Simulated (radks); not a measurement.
Polarisability of the oxygen ion O4+, [He] 2s2, at imaginary frequency. Calculated with a radial shooting solver on a logarithmic mesh with Libxc functionals: scalar-relativistic Kohn-Sham, LB94 model potential, spin-polarised, spherical densities, finite nucleus; Fermi nuclear charge, rms radius 2.6991 fm. Response by self-consistent Sternheimer equations with the Hartree and adiabatic LDA kernel, the relativistic mass of each level held fixed and spin-orbit coupling left out.

w (hartree),alpha1(iw) (bohr^3),alpha2(iw) (bohr^5)
0.00266,1.227,0.5191
0.0143,1.227,0.5190
0.0360,1.223,0.5190
0.0697,1.213,0.5187
0.118,1.188,0.5181
0.186,1.135,0.5167
0.280,1.038,0.5137
0.413,0.8835,0.5075
0.605,0.6810,0.4949
0.892,0.4688,0.4692
1.35,0.2916,0.4183
2.12,0.1661,0.3256
3.59,0.08308,0.1928
6.94,0.03181,0.07164
17.5,0.007491,0.01296

Static values: alpha1 = 1.227 bohr^3 (0.1818 angstrom^3; uncoupled 2.397), alpha2 = 0.5191 bohr^5, alpha3 = 0.7426 bohr^7. C6 = 0.8069, C8 = 2.857, triple-dipole C9 = 0.7073 atomic units. One-pole (London) frequency 4 C6 / (3 alpha1^2) = 0.714 hartree, against 4.093 for minus the highest occupied eigenvalue.
